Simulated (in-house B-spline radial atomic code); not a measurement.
Values are calculated unless marked as measured or tabulated.
Softness against transferability: the 5s channel of Nb

Nb, [Kr] 4d4 5s1, non-relativistic LDA (VWN5), spherical and spin-unpolarised, from a B-spline radial code for spherical atoms (atomic units). The all-electron 5s level is ε = -0.144272 hartree, its outermost node lies just inside 1.45 bohr and its outer maximum at 3.14 bohr.

Troullier-Martins pseudo-orbitals are made for several radii. The cutoffs (hartree) are the plane-wave energies beyond which the orbital holds less than the named kinetic energy per electron. The phase error is the difference, pseudo minus all-electron, of arctan(R P'/P) at R = 3.9 bohr for all radii, half a hartree below and above the level.

```json
{"r_c (bohr)": "2.35", "V_l(0) (hartree)": "-1.53", "cutoff for 10 mEh": "3.59", "for 1 mEh": "6.62", "for 0.1 mEh": "18.7", "phase error at ε − 0.5 (mrad)": "-1.5", "at ε + 0.5 (mrad)": "-46.7"}
{"r_c (bohr)": "2.73", "V_l(0) (hartree)": "0.75", "cutoff for 10 mEh": "1.28", "for 1 mEh": "4.03", "for 0.1 mEh": "6.62", "phase error at ε − 0.5 (mrad)": "-1.0", "at ε + 0.5 (mrad)": "-13.9"}
{"r_c (bohr)": "3.14", "V_l(0) (hartree)": "0.98", "cutoff for 10 mEh": "1.28", "for 1 mEh": "3.48", "for 0.1 mEh": "6.06", "phase error at ε − 0.5 (mrad)": "-0.9", "at ε + 0.5 (mrad)": "-12.5"}
{"r_c (bohr)": "3.54", "V_l(0) (hartree)": "0.57", "cutoff for 10 mEh": "1.16", "for 1 mEh": "2.33", "for 0.1 mEh": "5.38", "phase error at ε − 0.5 (mrad)": "-1.6", "at ε + 0.5 (mrad)": "-23.1"}
{"r_c (bohr)": "3.6", "V_l(0) (hartree)": "0.51", "cutoff for 10 mEh": "1.16", "for 1 mEh": "2.25", "for 0.1 mEh": "5.25", "phase error at ε − 0.5 (mrad)": "-1.8", "at ε + 0.5 (mrad)": "-25.9"}
```

**Question.** Which radius needs the lowest cutoff for 0.1 mEh while both phase errors stay within 23.2 mrad?

**Answer.** The radii within that limit are 2.73, 3.14, 3.54 bohr; of these r_c = 3.54 needs the least, 5.38 hartree, that is 10.8 Ry or 146 eV.

**Question.** What does the larger radius buy, and what does it cost?

**Answer.** From r_c = 2.35 to 3.6 bohr the cutoff for 1 mEh goes from 6.62 to 2.25 hartree, a factor of 2.94, against 2.35 for a pure 1/r_c² scaling, end to end; step by step it is 6.62, 4.03, 3.48, 2.33, 2.25, and for 0.1 mEh 18.7, 6.62, 6.06, 5.38, 5.25; the number of plane waves goes as the cutoff to the power 3/2, here a factor of 5.0. The larger of the two phase errors is least at r_c = 3.14 bohr, 12.5 mrad; it is 46.7 at the smallest radius and 25.9 at the largest. These errors test the reference atom alone. The smallest radius lies well inside the outer maximum, where the nodeless form must bend sharply to keep the norm, so it is both harder and scatters less well than the next. Large radii also let the cores of neighbours overlap, which an atom doesn't show.
